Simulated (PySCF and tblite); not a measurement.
The numbers below are computed, except where a source is named.
C₁₂H₉F₃, numbered as in [CH3:1][c:2]1[cH:3][cH:4][cH:5][c:6]2[cH:7][c:8]([C:9]([F:10])([F:11])[F:12])[cH:13][cH:14][c:15]12.

Free energies: PBE0-D3(BJ)/6-31G* on GFN2-xTB structures plus GFN2-xTB thermal terms, symmetry and mirror images included. Conformers within 2.5 kcal/mol (GFN2-xTB free energy) were kept, 2 at most. GIAO shieldings: PBE0/6-31G*. Shifts are against TMS (¹H), TMS (¹³C), CFCl3 (¹⁹F) at the same level. Programs: PySCF with density fitting and tblite.

Problem. Predict the averaged NMR shifts at 298.15 K.

Solution. ¹H: 8.26 (H14, 1H), 8.21 (H7, 1H), 7.98 (H13, 1H), 7.92 (H5, 1H), 7.68 (H4, 1H), 7.65 (H3, 1H), 2.75 (H1, 3H) ppm. ¹³C: 129.2 (C2), 127.0 (C9), 126.3 (C15), 125.6 (C6), 124.3 (C8), 124.0 (C3), 123.4 (C5), 122.7 (C7), 121.7 (C4), 120.4 (C14), 118.7 (C13), 21.6 (C1) ppm. ¹⁹F: -78.7 (F10/F11/F12) ppm.

Unscaled ¹⁹F shifts at such levels can be off by tens of ppm; differences between conformers or isomers are more reliable. Shifts are unscaled: against experiment ¹³C can be off by 15 ppm or more and ¹H by 0.8 ppm.
